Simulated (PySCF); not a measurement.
C2HF3O2.

```xyz
8

O      1.0548     1.5214     0.0000
C     -0.1569     0.9403     0.0000
O     -1.2213     1.5109     0.0000
C     -0.0006    -0.6035     0.0000
F      0.6784    -1.0052     1.0937
F     -1.2034    -1.1863     0.0000
F      0.6784    -1.0052    -1.0937
H      0.8968     2.4914     0.0000
```

Geometry optimised at PBE-D3(BJ)/def2-SVP. One conformer was computed; it need not be the lowest.

Level of theory: PBE/pcSseg-1 (PySCF). Non-relativistic, no solvent.

**Question.** Give the absolute GIAO shielding of each atom: isotropic value and principal components (ppm). (The exact figures need the calculation; the answer reports its results.)

**Answer.** 
| atom | σ(iso) | σ11 | σ22 | σ33 | span |
|---|---|---|---|---|---|
| O1 | 106.9 | -56.1 | 149.9 | 227.0 | 283.2 |
| C2 | 16.9 | -84.3 | 64.7 | 70.4 | 154.7 |
| O3 | -112.6 | -325.7 | -274.8 | 262.7 | 588.5 |
| C4 | 50.2 | 29.5 | 50.5 | 70.6 | 41.1 |
| F5 | 231.1 | 149.0 | 219.7 | 324.6 | 175.6 |
| F6 | 241.9 | 167.7 | 238.1 | 320.1 | 152.4 |
| F7 | 231.1 | 149.0 | 219.7 | 324.6 | 175.6 |
| H8 | 24.8 | 20.0 | 22.6 | 31.8 | 11.8 |
